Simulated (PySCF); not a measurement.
C7H16Si.
Cartesian coordinates in Å at the PBE0-D3(BJ)/def2-SVP level; atoms count from 1:
```
atom  x, y, z in Å
C1    -2.306   -1.094    0.872
C2    -1.395   -0.069    0.198
C3    -2.093    0.646   -0.958
Si4    0.226   -0.867   -0.362
C5     1.489   -1.470    0.918
C6     2.572   -0.816    0.017
C7     1.735    0.222   -0.789
C8     1.726    1.607   -0.155
H9    -2.604   -1.889    0.167
H10   -3.234   -0.624    1.241
H11   -1.818   -1.581    1.731
H12   -1.105    0.686    0.952
H13   -1.447    1.403   -1.430
H14   -2.394   -0.067   -1.744
H15   -3.008    1.159   -0.616
H16   -0.067   -1.897   -1.414
H17    1.624   -2.537    1.141
H18    1.377   -0.931    1.873
H19    3.423   -0.372    0.563
H20    2.992   -1.570   -0.668
H21    2.034    0.296   -1.846
H22    2.730    2.065   -0.180
H23    1.416    1.576    0.904
H24    1.036    2.291   -0.674
```

Method: PBE0-D3(BJ)/def2-SVP geometry optimisation, gas phase (PySCF 2.14.0).

Masses are those of the commonest isotopes; rigid-rotor values at the optimised geometry. The values belong to one conformer with, in the numbering `[CH3:1][CH:2]([CH3:3])[Si@@H:4]1[CH2:5][CH2:6][C@@H:7]1[CH3:8]`, C1–C2–Si4–C5 -69°, C2–Si4–C5–C6 -136°, Si4–C5–C6–C7 22°, C5–C6–C7–C8 94°, C2–Si4–C7–C6 136°.

Problem. Give the principal moments of inertia and the rotational constants in MHz.

Solution. Ia = 195.31, Ib = 436.63, Ic = 543.50 u·Å²; 505379 MHz·u·Å²/I gives A = 2588, B = 1157, C = 929.9 MHz.

Problem. What kind of rotor is it?

Solution. An asymmetric top: κ = (2 × 1157 − 2588 − 929.9)/(2588 − 929.9) = -0.73.

Problem. What does the inertial defect say?

Solution. Not planar: Δ = Ic − Ia − Ib = -88.44 u·Å². For a rigid frame Δ = −2 Σ m c², so Σ m c² = 44.22 u·Å² lies off the ab plane: 19.82 from hydrogen and 24.39 from heavier atoms. The atom farthest from that plane is 1.91 Å away.

Problem. Give the other two planar moments, Paa and Pbb, and the rms extents of the mass along the axes.

Solution. Paa = Σ m a² = (Ib + Ic − Ia)/2 = 392.41 and Pbb = Σ m b² = (Ia + Ic − Ib)/2 = 151.09 u·Å². With the mass M = 128.10 u, the rms extents √(P/M) along a, b and c are 1.75, 1.09, 0.59 Å.

Problem. List the rotational levels J(Ka,Kc) to J = 5 (MHz).

Solution. Above 0(0,0):
J = 1: 1(0,1) 2087, 1(1,1) 3517, 1(1,0) 3745
J = 2: 2(0,2) 6237, 2(1,2) 7464, 2(1,1) 8147, 2(2,1) 12438, 2(2,0) 12463
J = 3: 3(0,3) 12401, 3(1,3) 13370, 3(1,2) 14734, 3(2,2) 18700, 3(2,1) 18823, 3(3,1) 26434, 3(3,0) 26436
J = 4: 4(0,4) 20516, 4(1,4) 21219, 4(1,3) 23483, 4(2,3) 27029, 4(2,2) 27387, 4(3,2) 34829, 4(3,1) 34841, 4(4,1) 45596, 4(4,0) 45596
J = 5: 5(0,5) 30522, 5(1,5) 30993, 5(1,4) 34360, 5(2,4) 37410, 5(2,3) 38197, 5(3,3) 45335, 5(3,2) 45382, 5(4,2) 56088, 5(4,1) 56089, 5(5,1) 69932, 5(5,0) 69932

Problem. Which lines would a microwave search look for?

Solution. The dipole components are |μa| = 0.30 D, |μb| = 0.27 D, |μc| = 0.47 D. The squared components, which scale the intensities, stand as 0.41 : 0.33 : 1.00 (a : b : c). Some lines, for components of 0.1 D or more:

```json
{"type": "c", "branch": "Q", "J(Ka,Kc)": "5(1,5) ← 5(0,5)", "MHz": "471", "lower level (cm⁻¹)": "1.018"}
{"type": "b", "branch": "Q", "J(Ka,Kc)": "2(1,1) ← 2(0,2)", "MHz": "1910", "lower level (cm⁻¹)": "0.208"}
{"type": "b", "branch": "Q", "J(Ka,Kc)": "2(2,1) ← 2(1,2)", "MHz": "4973", "lower level (cm⁻¹)": "0.249"}
{"type": "a", "branch": "R", "J(Ka,Kc)": "3(0,3) ← 2(0,2)", "MHz": "6164", "lower level (cm⁻¹)": "0.208"}
{"type": "b", "branch": "R", "J(Ka,Kc)": "3(1,3) ← 2(0,2)", "MHz": "7133", "lower level (cm⁻¹)": "0.208"}
{"type": "b", "branch": "R", "J(Ka,Kc)": "4(0,4) ← 3(1,3)", "MHz": "7145", "lower level (cm⁻¹)": "0.446"}
{"type": "b", "branch": "Q", "J(Ka,Kc)": "5(3,2) ← 5(2,3)", "MHz": "7186", "lower level (cm⁻¹)": "1.274"}
{"type": "b", "branch": "R", "J(Ka,Kc)": "4(1,4) ← 3(0,3)", "MHz": "8818", "lower level (cm⁻¹)": "0.414"}
{"type": "b", "branch": "R", "J(Ka,Kc)": "5(0,5) ← 4(1,4)", "MHz": "9304", "lower level (cm⁻¹)": "0.708"}
{"type": "a", "branch": "R", "J(Ka,Kc)": "5(4,1) ← 4(4,0)", "MHz": "10493", "lower level (cm⁻¹)": "1.521"}
{"type": "c", "branch": "R", "J(Ka,Kc)": "3(3,0) ← 2(2,0)", "MHz": "13973", "lower level (cm⁻¹)": "0.416"}
{"type": "c", "branch": "R", "J(Ka,Kc)": "3(3,1) ← 2(2,1)", "MHz": "13997", "lower level (cm⁻¹)": "0.415"}
{"type": "b", "branch": "R", "J(Ka,Kc)": "3(3,0) ← 2(2,1)", "MHz": "13998", "lower level (cm⁻¹)": "0.415"}
{"type": "b", "branch": "R", "J(Ka,Kc)": "4(3,1) ← 3(2,2)", "MHz": "16141", "lower level (cm⁻¹)": "0.624"}
{"type": "b", "branch": "R", "J(Ka,Kc)": "4(4,1) ← 3(3,0)", "MHz": "19160", "lower level (cm⁻¹)": "0.882"}
{"type": "c", "branch": "R", "J(Ka,Kc)": "4(4,1) ← 3(3,1)", "MHz": "19161", "lower level (cm⁻¹)": "0.882"}
{"type": "b", "branch": "R", "J(Ka,Kc)": "5(4,2) ← 4(3,1)", "MHz": "21247", "lower level (cm⁻¹)": "1.162"}
{"type": "c", "branch": "R", "J(Ka,Kc)": "5(4,1) ← 4(3,1)", "MHz": "21248", "lower level (cm⁻¹)": "1.162"}
```

Problem. Estimate the classical rotational partition function at 50 K, 200 K and 298.15 K.

Solution. Point group C1, symmetry number σ = 1; q = (√π/σ)·√((kT/h)³/(ABC)), k/h = 20836.6 MHz/K: 35700 at 50 K, 286000 at 200 K, 520000 at 298.15 K.

No frequency check. These are rigid-rotor constants of the computed structure; measured ground-state constants (B0) also hold zero-point vibration. A rigid rotor knows nothing of internal rotation, which can split or shift real lines.
